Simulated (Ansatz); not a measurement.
Z-matrix (Å, degrees):
```
Si
S 1 2.112
Cl 1 2.046 2 113.5
S 1 2.112 2 104.4 3 119.4
Br 1 2.214 2 109.9 3 -118.4
H 2 1.344 1 93.6 3 85.9
H 4 1.345 1 93.4 2 -155.8
```

The species carries charge 0 and has multiplicity 1.

(1) List the B3LYP/def2-TZVPP orbital energies in eV (the Gaussian-basis code of Ansatz). (Estimate.)

Answers

(1) Ansatz gave: Occupied: -13139.48, -2762.88, -2418.46, -2418.46, -1801.97, -1701.13, -1532.84, -1532.78, -1532.77, -257.64, -236.92, -216.49, -216.49, -196.66, -196.52, -196.51, -177.79, -177.60, -177.59, -161.04, -161.04, -160.97, -160.97, -160.85, -160.85, -146.21, -101.55, -101.54, -101.52, -72.08, -72.02, -72.01, -71.86, -71.86, -23.25, -21.71, -20.82, -20.38, -14.43, -12.51, -11.70, -11.07, -10.70, -10.35, -9.36, -9.21, -8.69, -8.59, -7.83, -7.74. Lowest empty: -1.23, -0.31, -0.23, 0.28, 0.53, 0.89, 2.93, 3.51.

B3LYP here is the variant with VWN-RPA as its local correlation; programs differ in this.
